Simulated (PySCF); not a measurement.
boron monoxide dimer (B2O2), SMILES O=BB=O. Geometry optimised at PBE-D3(BJ)/def2-TZVP. Other conformers were not sampled.

Give the equilibrium geometry at PBE-D3(BJ)/def2-TZVP (PySCF confirms it by a frequency run) as Cartesian coordinates in Å, and its point group. (The exact figures need the calculation; the answer reports its results.)

Several could match; the one computed here: point group D∞h.
```xyz
4

O      0.0000     0.0000    -2.0285
B      0.0000     0.0000    -0.8177
B      0.0000     0.0000     0.8177
O      0.0000     0.0000     2.0285
```
